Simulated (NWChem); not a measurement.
Species: BHOBr2; SMILES BrB(Br)O

```xyz
5

B      0.6483     0.0143     0.0000
Br    -0.3096    -1.6571     0.0000
Br    -0.3049     1.6679     0.0000
O      1.9839     0.0471     0.0000
H      2.3929    -0.8269     0.0000
```
Atoms are numbered in this order, from 1.

The geometry was optimised at PBE0/def2-SVP.

Symmetry labels are those of Cs in the frame above (b1 and b2, or b-type labels, depend on it).

Task: List the 4 lowest vertical singlet excitations from B3LYP/6-31G* (spherical d), TDA (NWChem).

Result: 
```tsv
state	energy (eV)	oscillator strength	symmetry	leading excitation (squared amplitude)
S1	6.05	0.000	a"	HOMO → LUMO (1.00)
S2	6.83	0.001	a"	HOMO−2 → LUMO (1.00)
S3	6.90	0.105	a'	HOMO−1 → LUMO (0.86)
S4	7.58	0.067	a'	HOMO−3 → LUMO (0.54)
```
